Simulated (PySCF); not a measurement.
Sn(F)(Cl)(OH)2 (ClFH2O2Sn), SMILES [F][Sn]([Cl])([OH])[OH].

Coordinates come from a PBE0-D3(BJ)/def2-SVP optimisation. The structure was generated by enumeration; whether it is a known compound was not checked. The def2 effective core potentials stand for the cores of Sn; spin–orbit coupling is left out. The values are those of a single conformer.

Two levels are set side by side: TDA-PBE/def2-SVPD (PySCF) and TDA-M06-2X/def2-SVPD (PySCF). Vertical, same geometry. The lowest singlet is HOMO→LUMO 93 % with PBE and HOMO→LUMO 61 %, HOMO−1→LUMO 23 % with the other functional; states are paired by order. Differences are taken from unrounded values.

```json
[
 {"quantity": "lowest singlet excitation (eV)", "TDA-PBE": "4.48"},
 {"quantity": "lowest triplet excitation (TDA) (eV)", "TDA-PBE": "4.12"},
 {"quantity": "first bright state (f over 0.05) (eV)", "TDA-PBE": "5.67"},
 {"quantity": "its oscillator strength", "TDA-PBE": "0.07"}
]
```

These are the TDA-PBE values. What does TDA-M06-2X give? (The exact figures need the calculation; the answer reports its results.)


```json
[
 {"quantity": "lowest singlet excitation (eV)", "TDA-M06-2X": "6.16", "TDA-PBE minus TDA-M06-2X": "-1.69"},
 {"quantity": "lowest triplet excitation (TDA) (eV)", "TDA-M06-2X": "5.68", "TDA-PBE minus TDA-M06-2X": "-1.57"},
 {"quantity": "first bright state (f over 0.05) (eV)", "TDA-M06-2X": "6.61", "TDA-PBE minus TDA-M06-2X": "-0.94"},
 {"quantity": "its oscillator strength", "TDA-M06-2X": "0.09", "TDA-PBE minus TDA-M06-2X": "-0.02"}
]
```

Functionals without exact exchange tend to place singlet excitations lower, as here. Differences between two approximate levels are no errors against the true value.

Rough cost on one machine, each run with all the roots and properties that it gave: TDA-M06-2X against TDA-PBE about 7 times.
